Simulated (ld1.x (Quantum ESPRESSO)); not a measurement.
## PBE ultrasoft dataset for V (Z = 23), non-relativistic all-electron reference.

V (Z = 23), ultrasoft, made with ld1.x (Quantum ESPRESSO) 7.5 (PBE, non-relativistic). Core [Ar], reference 3d3 4s0.5 4p0 (charge +1.5). Waves: 4s (bound): rcut 2.60, rcutus 2.85 bohr; 4s channel at 1.45 Ry: rcut 2.60, rcutus 2.85 bohr; 4p (bound, empty): rcut 2.80, rcutus 3.10 bohr; 4p channel at 0.15 Ry: rcut 2.80, rcutus 3.10 bohr; 3d (bound): rcut 1.85, rcutus 2.48 bohr; 3d channel at 3.7 Ry: rcut 1.85, rcutus 2.48 bohr. Local part: all-electron potential smoothed inside 3.00 bohr (lloc = -2). Core correction: a·sin(br)/r model core, default radius (core density twice the valence density). Augmentation charge: PSQ, inside the norm-conserving radii.

All-electron outer shells of the reference configuration (PBE, non-relativistic, ld1.x):

```tsv
shell	level (eV)	outermost node (bohr)	outermost maximum (bohr)
3p	-55.78	0.35	0.85
3d	-16.98	–	0.88
4s	-14.14	1.17	2.56
4p	-9.81	1.28	3.05
```

Task: Estimate the cutoffs (Ry, on a coarse ladder) from which the occupation-weighted sum of valence levels, in a spherical-Bessel basis at the reference potential, stays within 10 and 1 mRy of its value at 400 Ry.

Result: 15 Ry and 18 Ry.

Task: What does a ghost test show?

Result: No extra level below or beside the all-electron valence levels (s, p, d, f tested).

Task: Is the overlap operator S = 1 + Σ q|β⟩⟨β| positive definite (Bessel basis up to 400 Ry)?

Result: Yes: its lowest eigenvalue is 0.65 (p channel).

Task: Which valence shell sets the plane-wave cutoff?

Result: 3d: its level needs 18 Ry to come within 1 mRy, against 6 Ry for 4s.

Test run stopped at test 1 of 7 (negative rho).
